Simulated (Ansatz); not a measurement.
Consider the formal exchange of groups at a B–C bond: `BC(C)O[SiH3]` + dimethyl ether → `BCOC` + `CCO[SiH3]`.

Program: Ansatz. Geometries: PBE0-D4/def2-TZVP. ΔE: electronic, gas phase. CBS: MP2 limit from def2 TZ/QZ plus the TZ coupled-cluster correction, frozen cores. DFT in def2-TZVPP. HSE06 is defined as in plane-wave codes. Each species was taken in one conformer, which may not be the lowest.

`BC(C)O[SiH3]`:

Z-matrix (Å, degrees):
```
C
C 1 1.528
O 1 1.423 2 111.2
B 1 1.556 2 113.4 3 -128.2
H 1 1.111 2 106.9 3 118.9
H 2 1.093 1 111.0 3 -58.2
H 2 1.092 1 110.6 3 61.4
H 2 1.092 1 110.7 3 -178.3
Si 3 1.641 1 124.4 2 73.5
H 4 1.194 1 121.8 2 130.4
H 4 1.197 1 117.9 2 -51.6
H 9 1.492 3 109.9 1 44.6
H 9 1.490 3 112.7 1 -75.6
H 9 1.481 3 106.7 1 164.5
```

`COC`:

```xyz
9

C    -0.037   -1.079    0.429
O     0.477   -0.297   -0.611
C     0.093    1.044   -0.500
H     0.318   -0.730    1.410
H     0.304   -2.103    0.274
H    -1.137   -1.067    0.438
H     0.455    1.492    0.436
H     0.528    1.584   -1.341
H    -1.001    1.155   -0.534
```

`BCOC`:

Z-matrix (Å, degrees):
```
C
O 1 1.402
B 1 1.546 2 115.0
H 1 1.110 2 111.1 3 122.7
H 1 1.109 2 111.1 3 -122.8
C 2 1.400 1 112.7 3 -180.0
H 3 1.194 1 122.2 2 0.0
H 3 1.197 1 117.6 2 -180.0
H 6 1.090 2 107.7 1 -180.0
H 6 1.100 2 111.5 1 -60.5
H 6 1.100 2 111.5 1 60.5
```

`CCO[SiH3]`:

```xyz
12

C     1.329   -0.047    1.392
C     0.126    0.362    0.582
O     0.021   -0.473   -0.557
Si   -1.181   -0.304   -1.662
H     2.240    0.044    0.797
H     1.426    0.588    2.276
H     1.235   -1.085    1.719
H     0.218    1.411    0.267
H    -0.787    0.282    1.188
H    -1.149    1.051   -2.282
H    -2.518   -0.485   -1.028
H    -0.959   -1.344   -2.692
```

| level | ΔE (kJ/mol) | difference from CCSD(T)/CBS |
| --- | --- | --- |
| revPBE-D4 | -11.0 | 0.6 |
| B97M-V | -15.0 | -3.4 |
| PBE0-D4 | -13.3 | -1.7 |
| r2SCAN0-D4 | -13.9 | -2.3 |
| PBE-QIDH | -13.6 | -2.0 |
| revPBE | -17.7 | -6.1 |
| r2SCAN | -14.8 | -3.2 |
| PBE0 | -15.9 | -4.3 |
| r2SCANh | -14.8 | -3.2 |
| r2SCAN0 | -14.8 | -3.2 |
| HSE06 | -15.9 | -4.3 |
| BHLYP | -16.7 | -5.1 |
| RPA@PBE/def2-TZVPP | -10.4 | 1.2 |
| HF/def2-SVP | -16.9 | -5.3 |
| HF/def2-TZVPP | -17.5 | -5.9 |
| MP2/def2-TZVPP | -11.4 | 0.2 |
| CCSD(T)/CBS | -11.6 | 0 |

Largest T1 diagnostic among the species: 0.011.

Leaving LDA and LC-ωPBE aside and taking each functional with its dispersion term where it has one, the values, not all of them listed here, spread over 4.0 kJ/mol, from B2PLYP to revPBE-D4. In def2-TZVPP, CCSD(T) changes the Hartree–Fock value by +5.8 kJ/mol (the triples alone add +1.0 kJ/mol) and MP2 by +6.0 kJ/mol.
